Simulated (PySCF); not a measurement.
# GeH2: breathing scan

Method: r2SCAN in PySCF with Ge def2-TZVP, H def2-TZVP; no relativity; density-fitted integrals.

Rigid scan from the singlet minimum (Ge–H 1.591 Å (×2); H–Ge–H 90.2°). Coordinate: all bonds to the central atom scaled together. Energies in kJ/mol from the minimum.

| scale of all bonds to the centre | E (kJ/mol) | dipole size (D) |
| --- | --- | --- |
| 0.88 | 63.7 | 0.55 |
| 0.92 | 25.6 | 0.33 |
| 0.96 | 5.8 | 0.10 |
| 1.00 | 0.0 | 0.13 |
| 1.04 | 4.8 | 0.36 |
| 1.08 | 17.7 | 0.60 |
| 1.14 | 47.7 | 0.95 |
| 1.22 | 100.3 | 1.40 |
| 1.35 | 199.9 | 2.08 |

At long bonds a restricted determinant can lie too high, and another spin state can fall below this curve.

The scan took about 60 core-seconds on a shared host.
